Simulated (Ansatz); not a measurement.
Basis-set series for C2H6GaIn (`C=[C]([GaH2])[InH2]`). Total charge 0; spin multiplicity 1. In: def2 effective core potential. The structure was optimised at the PBE0-D4/def2-TZVP level.

```csv
functional,basis,functions,energy (Eh),HOMO (eV),LUMO (eV)
PBE0-D4,def2-TZVPP,244,-2194.40562,-6.83,-2.06
PBE0-D4,def2-QZVPP,465,-2194.45550,-6.84,-2.08
ωB97M-V,def2-TZVPP,244,-2194.54969,-8.90,-0.42
ωB97M-V,def2-QZVPP,465,-2194.59820,-8.91,-0.47
```

Give the rows for def2-SVP. (An estimate is asked.)

Ansatz gave: 
```json
{"functional": "PBE0-D4", "basis": "def2-SVP", "functions": "116", "energy (Eh)": "-2194.06347", "HOMO (eV)": "-6.83", "LUMO (eV)": "-2.00"}
{"functional": "ωB97M-V", "basis": "def2-SVP", "functions": "116", "energy (Eh)": "-2194.20253", "HOMO (eV)": "-8.87", "LUMO (eV)": "-0.27"}
```

Scalar relativity is left out up to krypton.
